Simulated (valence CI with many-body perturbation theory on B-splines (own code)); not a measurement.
# O²⁺: electric-dipole lines

Method: relativistic CI+MBPT: four valence electrons over a frozen Dirac-Fock core [He], radial functions for each j: 11 s, 11 p, 9 d, 7 f, 5 g, 2 h, 1 i, with the one-electron correlation potential Σ1, the two-electron term Σ2, the three-electron term Σ3, Breit, model QED; selected CI, second order for the rest, scaled by the run's own slope (own B-spline code, finite nucleus).

Set against measurement, 32 paired levels are off by 91 cm⁻¹ on average, the worst by 230. These come from a selection out of Moore, Selected Tables of Atomic Spectra, NSRDS-NBS 3, section 11. Levels without a partner in it may be off by more. Among the levels kept, up to 570 cm⁻¹ of a level comes from second order outside the variational space, and about a tenth of that is noise between levels of different J, which matters for small intervals.

Lines 1 to 50 of 220 in falling wavelength, among levels below 47.165 eV, chosen from the strongest by gf and those to the six lowest levels. Wavelengths and rates use the calculated energies, so an error of 90 cm⁻¹ moves a line at 14160 Å by 1.3 % and its rate by three times that or more. Electric multipoles are in the length gauge, E1 and E2 with the static RPA response of the core. Weak lines are less certain than strong ones. Lines between different terms over intervals too small for the method are left out, as are lines whose strength nearly cancels. Where a level lies close to another of its J and parity, the split of strength between their lines is uncertain. The highest levels of a list are the least certain.

Names give the largest LS component (configuration and term), which can be under half, so a name can repeat, a term be missing and a line seem to break the LS rules; names also repeat where a configuration has a term twice.

```csv
λ vac (Å),λ from measured levels,Upper,Lower,A (s⁻¹),S (a.u.) with core polarisation,S without
14720,,2s2 2p 4d 1D°_2,2s2 2p 4p 1D_2,1.85e+06,1.45e+01,1.45e+01
14160,14170,2s2 2p 4p 1P_1,2s2 2p 4s 1P°_1,8.21e+06,3.45e+01,3.45e+01
12680,,2s2 2p 4d 3P°_2,2s2 2p 4p 3P_2,2.78e+06,1.40e+01,1.40e+01
11390,,2s2 2p 4d 3D°_2,2s2 2p 4p 3P_2,4.00e+06,1.46e+01,1.46e+01
11330,,2s2 2p 4d 3D°_1,2s2 2p 4p 3P_1,6.18e+06,1.33e+01,1.33e+01
11310,,2s2 2p 4d 3D°_3,2s2 2p 4p 3P_2,1.35e+07,6.73e+01,6.73e+01
11240,,2s2 2p 4d 3D°_2,2s2 2p 4p 3P_1,9.85e+06,3.46e+01,3.46e+01
11210,,2s2 2p 4d 3D°_1,2s2 2p 4p 3P_0,7.48e+06,1.56e+01,1.56e+01
10520,,2s2 2p 4p 3D_2,2s2 2p 4s 3P°_2,4.37e+06,1.26e+01,1.26e+01
10340,,2s2 2p 4p 3D_1,2s2 2p 4s 3P°_1,7.20e+06,1.18e+01,1.18e+01
10300,,2s2 2p 4p 3D_3,2s2 2p 4s 3P°_2,2.03e+07,7.67e+01,7.67e+01
10230,,2s2 2p 4p 3D_2,2s2 2p 4s 3P°_1,1.60e+07,4.22e+01,4.22e+01
10230,,2s2 2p 4p 3D_1,2s2 2p 4s 3P°_0,1.17e+07,1.86e+01,1.86e+01
9552,,2s2 2p 4d 3P°_2,2s2 2p 4p 3S_1,1.12e+07,2.40e+01,2.40e+01
9550,,2s 2p2 3p 3P°_1,2s2 2p 4p 3S_1,9.10e+06,1.17e+01,1.17e+01
9268,,2s2 2p 4d 3F°_3,2s2 2p 4p 3D_3,3.60e+06,9.89e+00,9.89e+00
9247,,2s2 2p 4d 3F°_2,2s2 2p 4p 3D_2,4.89e+06,9.54e+00,9.54e+00
9214,,2s2 2p 4p 3S_1,2s2 2p 4s 3P°_2,1.26e+07,1.46e+01,1.46e+01
9154,,2s2 2p 4d 3F°_2,2s2 2p 4p 3D_1,2.30e+07,4.36e+01,4.36e+01
9116,,2s2 2p 4d 3F°_4,2s2 2p 4p 3D_3,4.10e+07,1.38e+02,1.38e+02
9098,,2s2 2p 4d 3F°_3,2s2 2p 4p 3D_2,3.75e+07,9.74e+01,9.74e+01
8989,,2s2 2p 4p 3S_1,2s2 2p 4s 3P°_1,9.75e+06,1.05e+01,1.05e+01
8908,,2s2 2p 4d 1D°_2,2s2 2p 4p 3D_1,1.26e+07,2.20e+01,2.20e+01
8559,,2s2 2p 4d 3F°_2,2s2 2p 4p 1P_1,1.28e+07,1.99e+01,1.99e+01
8344,,2s2 2p 4d 1D°_2,2s2 2p 4p 1P_1,2.55e+07,3.65e+01,3.65e+01
8162,,2s2 2p 4p 1D_2,2s2 2p 4s 1P°_1,4.07e+07,5.46e+01,5.46e+01
7956,,2s2 2p 4d 3D°_3,2s2 2p 4p 3D_3,1.37e+07,2.39e+01,2.39e+01
7867,,2s2 2p 4d 3D°_2,2s2 2p 4p 3D_2,1.07e+07,1.28e+01,1.28e+01
7839,,2s2 2p 4d 3D°_1,2s2 2p 4p 3D_1,9.83e+06,7.01e+00,7.01e+00
7505,,2s2 2p 4p 3P_1,2s2 2p 4s 3P°_2,2.43e+07,1.52e+01,1.52e+01
7442,,2s2 2p 4p 3P_2,2s2 2p 4s 3P°_2,3.93e+07,3.99e+01,3.99e+01
7406,,2s2 2p 4p 3P_0,2s2 2p 4s 3P°_1,5.36e+07,1.08e+01,1.08e+01
7355,,2s2 2p 4p 3P_1,2s2 2p 4s 3P°_1,1.26e+07,7.40e+00,7.40e+00
7295,,2s2 2p 4p 3P_1,2s2 2p 4s 3P°_0,1.67e+07,9.61e+00,9.61e+00
7294,,2s2 2p 4p 3P_2,2s2 2p 4s 3P°_1,1.29e+07,1.24e+01,1.24e+01
6556,,2s2 2p 4p 1S_0,2s2 2p 4s 1P°_1,7.14e+07,9.93e+00,9.93e+00
5604,5594,2s2 2p 3p 1P_1,2s2 2p 3s 1P°_1,3.06e+07,7.96e+00,7.96e+00
5279,5270,2s2 2p 3d 1P°_1,2s2 2p 3p 1S_0,3.51e+07,7.64e+00,7.64e+00
4084,,2s 2p2 3p 3D°_3,2s 2p2 3s 3P_2,5.00e+07,1.18e+01,1.18e+01
4077,,2s 2p2 3p 3D°_2,2s 2p2 3s 3P_1,3.86e+07,6.46e+00,6.46e+00
3960,3963,2s2 2p 3d 1F°_3,2s2 2p 3p 1D_2,1.29e+08,2.76e+01,2.76e+01
3791,3792,2s2 2p 3p 3D_2,2s2 2p 3s 3P°_2,2.21e+07,2.97e+00,2.97e+00
3774,3775,2s2 2p 3p 3D_1,2s2 2p 3s 3P°_1,3.82e+07,3.04e+00,3.04e+00
3761,3761,2s2 2p 3p 3D_3,2s2 2p 3s 3P°_2,9.55e+07,1.75e+01,1.75e+01
3757,3758,2s2 2p 3p 3D_1,2s2 2p 3s 3P°_0,5.41e+07,4.25e+00,4.25e+00
3755,3756,2s2 2p 3p 3D_2,2s2 2p 3s 3P°_1,7.32e+07,9.57e+00,9.57e+00
3722,,2s2 2p 3d 3D°_2,2s2 2p 3p 3P_2,2.19e+07,2.79e+00,2.79e+00
3721,,2s 2p2 3p 5D°_3,2s 2p2 3s 5P_3,3.40e+07,6.05e+00,6.06e+00
3713,,2s 2p2 3p 5D°_2,2s 2p2 3s 5P_2,6.25e+07,7.89e+00,7.89e+00
3712,,2s2 2p 3d 3D°_3,2s2 2p 3p 3P_2,1.00e+08,1.77e+01,1.77e+01
```
